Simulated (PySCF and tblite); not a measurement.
Results of a calculation; reference values are marked as such.
System: C₅H₁₁NO, numbered as in [CH3:1][CH:2]([CH3:3])[N:4]([CH3:5])[CH:6]=[O:7].

Motion: rotation about the C2–N4 bond (torsion C1–C2–N4–C5 from 65° to -118°, falling). GFN2-xTB gives an electronic barrier of 5.3 kcal/mol and a reaction energy of 0.9 kcal/mol.

(1) What does BP86/pcSseg-1 + D3(BJ) give on GFN2-xTB geometries?

Programs: tblite and PySCF.

Results:

(1) A barrier of 6.3 kcal/mol, 0.9 above the tight-binding barrier (from unrounded values), a reaction energy of 1.4 kcal/mol and, with GFN2-xTB thermal terms, ΔG‡(298 K) = 7.7 kcal/mol and k = 1.5×10⁷ s⁻¹ (1 equivalent path).
